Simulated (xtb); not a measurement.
Mo(OH)(H)5 (H₆MoO), SMILES [OH][MoH5], multiplicity 1. All values are semi-empirical tight-binding results from xtb (GFN2-xTB unless named), good for trends rather than for accurate numbers. The structure is a stationary point at GFN2-xTB. The multiplicity is an assumed one; other spin states were not compared.

For metal compounds this method's bond lengths and energies can be far off.

Q: Estimate the properties. (Estimate from the structure and the level; the computed values follow.)

A: 
```yaml
point_group_as_xtb_finds_it: C4v
orbital_gap: 1.60 eV
zero_point_energy: 28.7 kcal/mol
G − E(el) at 298.15 K (modified RRHO): 12.7 kcal/mol
```
